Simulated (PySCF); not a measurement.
Computed IR spectrum (relative IR intensity) of a molecule C3H9FSi. Geometry: PBE0-D3(BJ)/def2-SVP. The values are those of a single conformer. Method: PBE0-D3(BJ)/def2-SVP (PySCF). Frequencies are harmonic and unscaled.

ν (cm⁻¹): 271 (w), 765 (m), 864 (vs), 927 (s), 1267 (m), 1272 (w), 1431 (vw), 1442 (w), 3161 (vw), 3166 (vw) (against the strongest line: vs over 80 %, s over 45 %, m over 15 %, w over 4 %, vw less)

Which structure fits?
(A) C[SiH](C)CF
(B) CC(C)(F)[SiH3]
(C) C[SiH2][C@@H](C)F
(D) C[Si](C)(C)F

D, C[Si](C)(C)F
